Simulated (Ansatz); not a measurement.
Relaxation of AlFH5NOSi2 (11 atoms, charge 0, multiplicity 1), to a largest force component of 0.015 eV/Å in at most 40 steps.

Level of theory: RKS B3LYP-D4/def2-SVP (Ansatz 0.2.0).

```xyz
11
Properties=species:S:1:pos:R:3:forces:R:3
N -0.476 -2.418 0.898 -0.38 2.10 -0.39
Al 0.615 -0.913 1.333 1.07 -2.03 1.49
F 2.002 -1.167 2.401 -1.82 0.32 -1.42
Si 0.260 1.237 0.434 -0.79 0.70 0.07
O -1.124 1.113 -0.689 0.61 -0.06 0.29
Si 0.173 1.359 -1.778 -0.52 -0.42 0.95
H -1.464 -2.096 1.177 1.44 -0.73 -0.64
H -0.486 -2.428 -0.163 -0.27 -0.19 1.24
H 0.054 2.476 1.270 0.28 -0.20 -0.10
H 0.097 2.680 -2.364 0.14 0.42 -0.83
H 0.414 0.100 -2.499 0.23 0.09 -0.67
```

Problem. Where does it end, and by what steps?

Solution. The forces met the threshold. After 17 steps the energy has fallen by 1.007 eV; H8 moved furthest, 1.44 Å.

```tsv
step	energy less start (eV)	largest force component (eV/Å)	accepted
0	0.0000	2.100	yes
1	-0.4291	1.285	yes
2	-0.5233	1.005	yes
3	-0.5722	0.439	yes
4	-0.6183	0.526	yes
5	-0.6684	0.386	yes
6	-0.7034	1.092	yes
7	-0.7852	0.711	yes
8	-0.8563	0.988	yes
9	-0.9113	1.295	yes
10	-0.9734	0.265	yes
11	-0.9740	0.498	yes
12	-0.9954	0.278	yes
13	-1.0050	0.104	yes
14	-1.0057	0.088	yes
15	-1.0060	0.140	yes
16	-1.0067	0.043	yes
17	-1.0068	0.010	yes
```

```xyz
11
Properties=species:S:1:pos:R:3
N -0.451 -2.213 0.802
Al 0.622 -0.942 1.384
F 1.840 -1.312 2.465
Si 0.298 1.256 0.435
O -1.136 1.212 -0.572
Si 0.052 1.492 -1.774
H -1.223 -2.022 0.169
H -0.435 -3.196 1.057
H 0.374 2.485 1.282
H -0.073 2.801 -2.470
H 0.198 0.383 -2.757
```

Whether the end is a true minimum wasn't checked by a vibrational analysis.

Time of the run: 54 s on 2 threads of Intel(R) Xeon(R) Platinum 8488C (Sapphire Rapids), with other jobs on the host, peak memory 0.32 GiB.
